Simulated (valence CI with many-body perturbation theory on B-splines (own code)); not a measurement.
E1 line list for W3+

Computed by valence CI with perturbative core correlation (CI+MBPT): three valence electrons over a frozen Dirac-Fock core [Xe] 4f14, radial functions for each j: 9 s, 9 p, 10 d, 8 f, 5 g, 3 h, 1 i, with the one-electron correlation potential Σ1, the two-electron term Σ2, the three-electron term Σ3, Breit, model QED; selected CI, second order for the rest, scaled by the run's own slope (own B-spline code, finite nucleus).

Against 58 measured levels this calculation errs by 1248 cm⁻¹ on average and by 2882 at most. These come from a selection out of J. Phys. B 45, 035001 (2012). Levels without a partner in it may be off by more, other configurations by 1,000 to 8,000 cm⁻¹. 6 measured levels below the end of the list, from 46088 cm⁻¹ on, found no clear computed partner, and computed levels of the same name lie up to 1334 cm⁻¹ from them.

Lines 151 to 200 of 237 in falling wavelength, among levels below 116356 cm⁻¹, chosen from the strongest by gf and those to the six lowest levels. Wavelengths and rates use the calculated energies, so an error of 1000 cm⁻¹ moves a line at 1088 Å by 1.1 % and its rate by three times that or more. Electric multipoles are in the length gauge, E1 and E2 with the static RPA response of the core. Weak lines are less certain than strong ones. Lines between different terms over intervals too small for the method are left out, as are lines whose strength nearly cancels. Where a level lies close to another of its J and parity, the split of strength between their lines is uncertain. The highest levels of a list are the least certain.

Names give the largest LS component (configuration and term), which can be under half, so a name can repeat, a term be missing and a line seem to break the LS rules; names also repeat where a configuration has a term twice. Letters in brackets count levels of one name in rising energy.

```tsv
λ vac (Å)	λ from measured levels	Upper	Lower	A (s⁻¹)	S (a.u.) with core polarisation	S without
1088	1098	5d2.6p 2S°_1/2	5d3 4P_3/2 [a]	1.00e+09	1.27e+00	1.53e+00
1084	1098	5d2.6p 4F°_7/2	5d3 4F_9/2	3.33e+07	1.68e-01	2.15e-01
1084	1099	5d2.6p 4F°_5/2 [a]	5d3 4F_5/2	5.83e+08	2.20e+00	2.64e+00
1083	1095	5d2.6p 4S°_3/2	5d3 4P_3/2 [b]	5.70e+08	1.43e+00	1.69e+00
1083	1093	5d2.6p 2G°_7/2 [a]	5d3 2G_7/2	8.29e+08	4.15e+00	4.88e+00
1081	1093	5d2.6p 4S°_3/2	5d3 2P_1/2	3.58e+08	8.93e-01	1.07e+00
1081	1093	5d2.6p 2F°_5/2 [a]	5d3 2G_7/2	3.65e+08	1.36e+00	1.57e+00
1074	1088	5d2.6p 4D°_1/2 [b]	5d3 4P_1/2	5.62e+08	6.88e-01	8.02e-01
1074	1085	5d2.6p 4D°_3/2 [b]	5d3 4P_1/2	1.71e+08	4.17e-01	4.86e-01
1072		5d2.6p 4F°_5/2 [b]	5d3 4F_7/2	4.22e+07	1.54e-01	1.66e-01
1068	1084	5d2.6p 4G°_9/2 [a]	5d3 4F_7/2	1.91e+08	1.15e+00	1.37e+00
1068	1075	5d2.6p 4D°_5/2 [a]	5d3 4P_3/2 [a]	1.86e+06	6.69e-03	4.56e-03
1067	1079	5d2.6p 4S°_3/2	5d3 4P_5/2	2.66e+08	6.37e-01	7.25e-01
1057	1070	5d2.6p 4D°_1/2 [b]	5d3 4P_3/2 [a]	1.74e+07	2.02e-02	2.10e-02
1057	1068	5d2.6p 2F°_7/2 [a]	5d3 4F_9/2	1.15e+09	5.36e+00	6.30e+00
1056	1067	5d2.6p 4D°_3/2 [b]	5d3 4P_3/2 [a]	4.24e+08	9.87e-01	1.18e+00
1055		5d2.6p 2F°_7/2 [b]	5d3 2G_7/2	1.16e+08	5.37e-01	6.60e-01
1055	1069	5d2.6p 4F°_7/2	5d3 4F_7/2	9.26e+08	4.29e+00	5.10e+00
1053	1060	5d2.6p 2G°_7/2 [b]	5d3 4P_5/2	1.16e+08	5.32e-01	6.21e-01
1050	1063	5d2.6p 2H°_9/2	5d3 2H_9/2	8.99e+08	5.13e+00	6.15e+00
1048	1060	5d2.6p 2P°_1/2	5d3 4P_3/2 [b]	5.64e+08	6.41e-01	7.63e-01
1047	1058	5d2.6p 2P°_1/2	5d3 2P_1/2	8.63e+08	9.77e-01	1.13e+00
1045	1058	5d2.6p 4F°_5/2 [a]	5d3 4F_3/2	8.45e+07	2.85e-01	3.41e-01
1041	1052	5d2.6p 4D°_5/2 [b]	5d3 4P_3/2 [b]	1.66e+08	5.55e-01	6.60e-01
1039	1049	5d2.6p 2G°_7/2 [b]	5d3 2H_9/2	1.96e+09	8.68e+00	1.02e+01
1037	1048	5d2.6p 2F°_5/2 [b]	5d3 2G_7/2	1.39e+09	4.60e+00	5.44e+00
1036		5d2.6p 4F°_5/2 [b]	5d3 4F_5/2	5.81e+08	1.91e+00	2.24e+00
1030	1039	5d2.6p 2G°_7/2 [b]	5d3 2G_7/2	1.08e+08	4.65e-01	5.87e-01
1029		5d2.6p 4G°_9/2 [b]	5d3 4F_9/2	7.24e+08	3.89e+00	4.58e+00
1029	1040	5d2.6p 2F°_7/2 [a]	5d3 4F_7/2	6.18e+07	2.66e-01	2.94e-01
1028	1036	5d2.6p 2F°_5/2 [a]	5d3 4P_3/2 [a]	1.30e+08	4.17e-01	5.04e-01
1024	1038	5d2.6p 4P°_3/2	5d3 4P_5/2	8.36e+08	1.77e+00	2.06e+00
1023	1037	5d2.6p 4D°_5/2 [a]	5d3 4F_7/2	1.65e+09	5.23e+00	6.17e+00
1023		5d2.6p 2D°_3/2	5d3 4F_5/2	3.25e+08	6.88e-01	7.83e-01
1020	1033	5d2.6p 4F°_7/2	5d3 4F_5/2	5.92e+07	2.48e-01	3.00e-01
1019	1029	5d2.6p 4D°_3/2 [c]	5d3 4P_1/2	2.45e+07	5.13e-02	6.04e-02
1017		5d2.6p 4D°_3/2 [a]	5d3 4F_5/2	9.83e+08	2.04e+00	2.43e+00
1014	1026	5d2.6p 2G°_7/2 [a]	5d3 4F_9/2	2.13e+06	8.79e-03	9.58e-03
1009	1019	5d2.6p 4S°_3/2	5d3 4P_1/2	6.63e+07	1.35e-01	1.58e-01
1004	1017	5d2.6p 4D°_5/2 [b]	5d3 2G_7/2	1.91e+08	5.73e-01	6.71e-01
1004	1013	5d2.6p 4D°_3/2 [c]	5d3 4P_3/2 [a]	2.08e+06	4.15e-03	4.85e-03
1002		5d2.6p 4G°_9/2 [b]	5d3 4F_7/2	2.34e+06	1.16e-02	1.27e-02
1001	1016	5d2.6p 4D°_1/2 [a]	5d3 4F_3/2	1.68e+09	1.66e+00	1.99e+00
1000		5d2.6p 4F°_5/2 [b]	5d3 4F_3/2	5.92e+07	1.76e-01	2.10e-01
995.6	1007	5d2.6p 2F°_7/2 [a]	5d3 4F_5/2	4.03e+05	1.57e-03	1.87e-03
993.9	1003	5d2.6p 4S°_3/2	5d3 4P_3/2 [a]	1.14e+06	2.22e-03	2.28e-03
990.8	1003	5d2.6p 4D°_5/2 [a]	5d3 4F_5/2	1.99e+07	5.73e-02	7.45e-02
990.4		5d2.6p 2F°_7/2 [b]	5d3 4F_9/2	5.42e+08	2.08e+00	2.43e+00
988.6	1001	5d2.6p 4G°_11/2	5d3 4F_9/2	1.29e+08	7.41e-01	8.58e-01
988.5	1000	5d2.6p 2G°_7/2 [a]	5d3 4F_7/2	1.98e+08	7.54e-01	8.72e-01
```
